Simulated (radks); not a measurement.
Task: Ionisation of the cobalt ion Co19+, [He] 2s2 2p4, to [He] 2s2 2p3 as the strength of local exchange is varied. All-electron calculation, Dirac Kohn-Sham, Slater X-alpha exchange (alpha = 2/3 is LDA exchange), no correlation, spin-unpolarised, spherical densities, point nucleus; open shells fill j = l - 1/2 first. Program: a radial shooting solver on a logarithmic mesh with Libxc functionals.

alpha  E(Co19+) (hartree)  exchange (hartree)  IE (eV)  -e of the level emptied (eV)  <r> of it (bohr)
0.624         -1135.26253           -29.91972   1599.5                1546.0 (2p3/2)            0.2137
0.667         -1137.32553           -32.01941   1605.4                1552.0 (2p3/2)            0.2133
0.803         -1143.86645           -38.69249   1624.2                1571.0 (2p3/2)            0.2122
0.815         -1144.44476           -39.28364   1625.9                1572.7 (2p3/2)            0.2121
0.879         -1147.53232           -42.44288   1634.8                1581.7 (2p3/2)            0.2116
0.988         -1152.80329           -47.84843   1650.0                1597.1 (2p3/2)            0.2107
?             -1146.80819           -41.70146   1632.7                1579.6 (2p3/2)            0.2117

Which alpha was used in the last row?

Result: alpha = 0.864. NIST Atomic Spectra Database: 1606 +/- 4 eV (semi-empirical). The Delta-SCF value meets it near alpha = 0.67. Spin polarisation and multiplet splitting are left out, so open shells lie too high by an amount that depends on their filling.

Beside tabulated values, note that spin-unpolarised runs miss the spin-polarisation part of the exchange energy of open shells.
